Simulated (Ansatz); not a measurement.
Reaction (ligand exchange at the Si–O bond): `[SiH3][O][Al]([Cl])[O][SiH3]` + `O[SiH](O)[SiH3]` → `O[SiH]([SiH3])O[SiH3]` + `[OH][Al]([Cl])[O][SiH3]`

Gas-phase electronic energies from Ansatz, PBE0-D4/def2-TZVP geometries. CCSD(T)/CBS adds triple-zeta CCSD(T) − MP2 to the extrapolated MP2 energy (def2 sets, frozen cores). This one scheme is used for every species. Functionals use def2-TZVPP. HSE06 is defined as in plane-wave codes. One conformer a species, not always the lowest.

`[SiH3][O][Al]([Cl])[O][SiH3]`:

```xyz
12

Si   -0.281    2.315   -1.901
O    -0.444    0.990   -0.970
Al   -0.867   -0.384   -0.135
Cl   -2.745   -1.226   -0.427
O     0.194   -1.093    0.931
Si    1.015   -1.989    2.014
H     1.138    2.757   -1.896
H    -0.688    2.011   -3.297
H    -1.133    3.411   -1.371
H     0.495   -1.724    3.381
H     0.860   -3.434    1.705
H     2.457   -1.634    1.964
```

`O[SiH](O)[SiH3]`:

```xyz
10

O     0.190    1.942    0.394
Si    0.396    0.541   -0.448
O    -0.617    0.416   -1.741
Si   -0.077   -1.350    0.853
H    -0.647    2.069    0.843
H     1.811    0.624   -0.894
H    -0.502    1.041   -2.460
H    -1.471   -1.272    1.373
H     0.849   -1.411    2.018
H     0.069   -2.600    0.062
```

`O[SiH]([SiH3])O[SiH3]`:

Cartesian coordinates in Å:
```
O -1.917 -1.084 -1.162
Si -1.218 0.085 -0.246
Si 0.396 1.270 -1.480
O -0.510 -0.551 1.084
Si 0.858 -0.820 1.936
H -1.348 -1.698 -1.628
H -2.351 0.932 0.194
H 1.402 0.324 -2.042
H -0.245 1.993 -2.612
H 1.110 2.258 -0.626
H 2.031 -0.281 1.195
H 1.033 -2.280 2.132
H 0.760 -0.149 3.255
```

`[OH][Al]([Cl])[O][SiH3]`:

Cartesian coordinates in Å:
```
O -0.196 -1.780 -2.182
Al 0.273 -1.345 -0.629
Cl 1.306 -2.752 0.496
O -0.067 0.159 0.014
Si -0.141 1.429 1.032
H -0.673 -1.189 -2.763
H -0.427 2.663 0.256
H -1.225 1.219 2.027
H 1.151 1.597 1.749
```

```json
{"level": "r2SCAN0-D4", "ΔE (kJ/mol)": "8.0", "difference from CCSD(T)/CBS": "1.0"}
{"level": "CAM-B3LYP-D4", "ΔE (kJ/mol)": "8.2", "difference from CCSD(T)/CBS": "1.2"}
{"level": "B2PLYP", "ΔE (kJ/mol)": "9.8", "difference from CCSD(T)/CBS": "2.8"}
{"level": "PBE", "ΔE (kJ/mol)": "7.7", "difference from CCSD(T)/CBS": "0.7"}
{"level": "r2SCAN0", "ΔE (kJ/mol)": "8.9", "difference from CCSD(T)/CBS": "1.9"}
{"level": "HSE06", "ΔE (kJ/mol)": "9.3", "difference from CCSD(T)/CBS": "2.3"}
{"level": "CAM-B3LYP", "ΔE (kJ/mol)": "10.9", "difference from CCSD(T)/CBS": "3.9"}
{"level": "LC-ωPBE", "ΔE (kJ/mol)": "9.9", "difference from CCSD(T)/CBS": "2.9"}
{"level": "CCSD/def2-TZVPP", "ΔE (kJ/mol)": "9.4", "difference from CCSD(T)/CBS": "2.4"}
{"level": "CCSD(T)/def2-TZVPP", "ΔE (kJ/mol)": "8.2", "difference from CCSD(T)/CBS": "1.2"}
{"level": "CCSD(T)/CBS", "ΔE (kJ/mol)": "7.0", "difference from CCSD(T)/CBS": "0"}
```

Largest T1 diagnostic among the species: 0.013.

Leaving LDA and LC-ωPBE aside and taking each functional with its dispersion term where it has one, the values, not all of them listed here, spread over 5.8 kJ/mol, from revPBE-D4 to B2PLYP. The D4 term adds −4.4 kJ/mol with B3LYP and −2.5 kJ/mol with PBE0; it sums over pairs of atoms, weighted by their polarisabilities, and B3LYP, whose exchange is more repulsive, gets the larger term. In def2-TZVPP, CCSD(T) changes the Hartree–Fock value by −6.9 kJ/mol (the triples alone add −1.2 kJ/mol) and MP2 by −7.1 kJ/mol.

CCSD(T)/CBS has its own doubt, a few kJ/mol and more with outer-core shells, so smaller differences from it don't rank the levels.

B3LYP here is the variant with VWN-RPA as its local correlation; programs differ in this.
